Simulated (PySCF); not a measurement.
## Ionisation energy of As⁺ by level of theory

As⁺ [Ar] 3d10 4s2 4p2 (3P) → As²⁺ [Ar] 3d10 4s2 4p1 (2P), as a difference of total energies. All numbers are calculated (PySCF 2.14, a scalar-relativistic core potential, in aug-cc-pwCVQZ-PP with ECP10MDF (10s9p8d6f4g1h, 166 functions)). Correlated levels: valence: 3s2 3p6 3d10 frozen; valence and next inner shell: nothing frozen outside the core potential. The calculations carry no spin-orbit coupling.

```json
{"method": "UHF", "ionisation energy (eV)": "17.978", "difference from reference (eV)": "-0.611"}
{"method": "LDA", "ionisation energy (eV)": "18.585", "difference from reference (eV)": "-0.004"}
{"method": "PBE", "ionisation energy (eV)": "18.437", "difference from reference (eV)": "-0.152"}
{"method": "PBE0", "ionisation energy (eV)": "18.507", "difference from reference (eV)": "-0.082"}
{"method": "r2SCAN", "ionisation energy (eV)": "18.693", "difference from reference (eV)": "+0.104"}
{"method": "TPSSh", "ionisation energy (eV)": "18.504", "difference from reference (eV)": "-0.085"}
{"method": "BLYP", "ionisation energy (eV)": "18.261", "difference from reference (eV)": "-0.328"}
{"method": "M06-2X", "ionisation energy (eV)": "18.272", "difference from reference (eV)": "-0.317"}
{"method": "MP2 (valence)", "ionisation energy (eV)": "18.395", "difference from reference (eV)": "-0.194"}
{"method": "SCS-MP2 (valence)", "ionisation energy (eV)": "18.319", "difference from reference (eV)": "-0.270"}
{"method": "MP2 (valence and next inner shell)", "ionisation energy (eV)": "18.569", "difference from reference (eV)": "-0.020"}
{"method": "SCS-MP2 (valence and next inner shell)", "ionisation energy (eV)": "18.445", "difference from reference (eV)": "-0.144"}
```

Reference: 18.589 eV (measured; NIST Atomic Spectra Database, ionization energies).

The reference lies between the lowest fine-structure levels, while these numbers refer to the centres of the terms.
